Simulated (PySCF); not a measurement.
C8H8S (charge -1 and doublet state).
Cartesian coordinates in Å at the GFN2-xTB level; atoms count from 1:
```
atom  x, y, z in Å
C1     3.910    0.118   -0.193
C2     2.468    0.030   -0.026
C3     1.271   -0.025    0.115
C4    -0.128   -0.221    0.265
C5    -0.641   -1.473    0.197
S6    -0.143   -3.011   -0.020
C7    -0.930    0.954    0.484
C8    -2.260    1.016    0.654
C9    -3.164   -0.177    0.643
H10    4.171    0.894   -0.920
H11    4.306   -0.835   -0.551
H12    4.398    0.359    0.757
H13   -0.370    1.887    0.511
H14   -2.731    1.980    0.812
H15   -2.866   -0.893    1.412
H16   -4.203    0.113    0.811
H17   -3.094   -0.704   -0.311
```

The hyperfine couplings belong to this conformer and change with its torsions.

Identity: `CC#CC(=[C]\[S-])/C=C\C` [radical] (charge -1).

The calculation used PySCF 2.14.0, UKS B3LYP, pcH-1 on C H S, non-relativistic, mean-field spin-orbit, GIAO. GFN2-xTB frequencies show an imaginary mode (105i cm⁻¹), so this geometry is no minimum at that level. Whether the extra electron is bound in the gas phase wasn't checked; a finite basis holds it in any case. A GFN2-xTB geometry isn't a minimum of the functional, and hyperfine couplings can be far from their values at a DFT geometry, by a factor of two or more for some ions and for spin on atoms past the first row. The SCF solution wasn't tested for stability.

Question: The isotropic 13C couplings are +256.7, +65.1, +58.0, +23.7, +20.8, +11.7, -3.1 MHz. Assign them to C2; C3; C4; C5; C7; C8; C9.

Answer: 
```
site  a_iso (MHz)  ρ(0) (bohr⁻³)                 position  distance from C5 (Å)  spin population  largest |T| (MHz)
  C2        +11.7        +0.0104          3 bonds from C5                  3.46            +0.01                5.0
  C3        +65.1        +0.0579          2 bonds from C5                  2.40            +0.03                5.0
  C4        +58.0        +0.0516           1 bond from C5                  1.35            -0.07               12.0
  C5       +256.7        +0.2286  largest spin population                  0.00            +0.66              110.2
  C7        +23.7        +0.0211          2 bonds from C5                  2.46            +0.03                2.5
  C8         -3.1        -0.0028          3 bonds from C5                  3.00            -0.03                5.1
  C9        +20.8        +0.0185          4 bonds from C5                  2.87            +0.01                2.6
```

ρ(0) is the spin density at the nucleus and T the dipolar tensor; a_iso includes a spin–orbit part; entries for several nuclei are means. Largest spin populations (Mulliken): C5 (+0.66), S6 (+0.35) and C4 (-0.07).

Class means assume fast exchange of nuclei equivalent by connectivity; if that motion is slow, each nucleus keeps its own coupling. The three 1H nuclei of mean +7.0 MHz run from 2.5 to 15.9 MHz in the frozen geometry.

Hardware: one thread of an Arm Neoverse V2 (shared host). Cost: 1.9 min wall (grids of density and orbitals included), 1.1 GiB resident at most.
